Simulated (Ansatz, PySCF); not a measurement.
Process, species as SMILES: F[As](F)F -> F[As](F)F as doublet, charge +1 + e-

Quantity: adiabatic ionisation energy (0 K, with zero-point energies), in eV. Terms: open shells spin-unrestricted; frozen cores in correlated levels (noble-gas shells and the d and f shells of earlier blocks); 6-31G* and kin with 6d, 5d where marked; LANL2DZ with its own core potentials from Na on; non-relativistic; spin-orbit terms left out; dispersion terms only where a functional's name holds one. First-principles rows: single points at B3LYP-D3(BJ) geometries (Ansatz, an electronic-structure program), with unscaled harmonic terms from B3LYP/6-31G* (LANL2DZ past Ar) at its own minima. The spin state of an ion or metal species was assumed, not searched.

```
level                                    program  adiabatic ionisation energy (0 K, with zero-point energies) (eV)
---------------------------------------  -------  ----------------------------------------------------------------
HF/STO-3G                                 Ansatz                                                              7.80
HF/3-21G                                  Ansatz                                                             11.40
HF/6-31G* with LANL2DZ past Ar            Ansatz                                                             11.50
SVWN5/6-31G*                              Ansatz                                                             11.79
PBE/STO-3G                                Ansatz                                                              7.39
BLYP/6-31G* with LANL2DZ past Ar          Ansatz                                                             11.41
B3LYP/LANL2DZ                             Ansatz                                                             13.08
B3LYP/6-31G*                              Ansatz                                                             11.96
B3LYP/def2-SVP                            Ansatz                                                             12.15
B3LYP/6-31G* with LANL2DZ past Ar         Ansatz                                                             11.85
PBE0/6-31G*                               Ansatz                                                             11.85
PBE0/6-31G* with LANL2DZ past Ar          Ansatz                                                             11.85
M06-2X/6-31G* with LANL2DZ past Ar (5d)    PySCF                                                             12.04
MP2/LANL2DZ                               Ansatz                                                             12.84
MP2/6-31G* with LANL2DZ past Ar           Ansatz                                                             11.58
wB97M-V/def2-TZVPD                        Ansatz                                                             12.17
```

No value to compare with is used here. The 15 habitual levels span 7.39 (PBE/STO-3G) to 13.08 eV (B3LYP/LANL2DZ); wB97M-V/def2-TZVPD gives 12.17.

The levels are drawn from those run, B3LYP/6-31G* more often than the rest, none by its result; runs whose electronic state is in doubt are left out.
